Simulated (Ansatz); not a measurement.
## C2H6ClIn: where a starting geometry ends

The starting geometry of this gas-phase singlet was optimised with GFN2-xTB; its bonds are those of `C[CH2][InH][Cl]`.

```yaml
atoms:
  - { symbol: C, position_ang: [-0.3639, 1.1993, 1.7271] }
  - { symbol: C, position_ang: [-0.0992, 1.1737, 0.2341] }
  - { symbol: Cl, position_ang: [3.5124, 0.7641, 1.6662] }
  - { symbol: In, position_ang: [2.1314, 1.2350, -0.1211] }
  - { symbol: H, position_ang: [-0.0438, 2.1470, 2.1642] }
  - { symbol: H, position_ang: [-1.4276, 1.0697, 1.9334] }
  - { symbol: H, position_ang: [0.1778, 0.3936, 2.2290] }
  - { symbol: H, position_ang: [-0.5489, 2.0246, -0.2772] }
  - { symbol: H, position_ang: [-0.4711, 0.2540, -0.2204] }
  - { symbol: H, position_ang: [3.0072, 1.5845, -1.6041] }
```

Where would you expect an optimisation with PBE0-D4/def2-SVP to take it?

It keeps its bonds, and is `C[CH2][InH][Cl]`.

The energy falls by 0.14 eV over 8 steps:

| step | E − E(last) (eV) |
| --- | --- |
| 1 | 0.141 |
| 2 | 0.083 |
| 3 | 0.005 |
| 4 | 0.002 |
| 5 | 0.000 |
| 6 | 0.000 |
| 7 | 0.000 |
| 8 | 0.000 |

Final geometry (Å):

```json
{"atom": "C", "x (Å)": "-0.3371", "y (Å)": "1.1946", "z (Å)": "1.7382"}
{"atom": "C", "x (Å)": "-0.0472", "y (Å)": "1.1799", "z (Å)": "0.2445"}
{"atom": "Cl", "x (Å)": "3.3572", "y (Å)": "0.7625", "z (Å)": "1.6937"}
{"atom": "In", "x (Å)": "2.0581", "y (Å)": "1.2660", "z (Å)": "-0.2376"}
{"atom": "H", "x (Å)": "-0.0308", "y (Å)": "2.1426", "z (Å)": "2.2065"}
{"atom": "H", "x (Å)": "-1.4146", "y (Å)": "1.0659", "z (Å)": "1.9361"}
{"atom": "H", "x (Å)": "0.1985", "y (Å)": "0.3941", "z (Å)": "2.2702"}
{"atom": "H", "x (Å)": "-0.5414", "y (Å)": "2.0127", "z (Å)": "-0.2818"}
{"atom": "H", "x (Å)": "-0.4195", "y (Å)": "0.2560", "z (Å)": "-0.2308"}
{"atom": "H", "x (Å)": "3.0512", "y (Å)": "1.5711", "z (Å)": "-1.6079"}
```

Frequencies at the end are all real (lowest 24 cm⁻¹). Atoms past krypton carry core potentials, without spin–orbit terms. Run with Ansatz 0.2.0, 23 s on 2 threads of Intel(R) Xeon(R) Platinum 8375C CPU @ 2.90GHz (Ice Lake) (shared host).
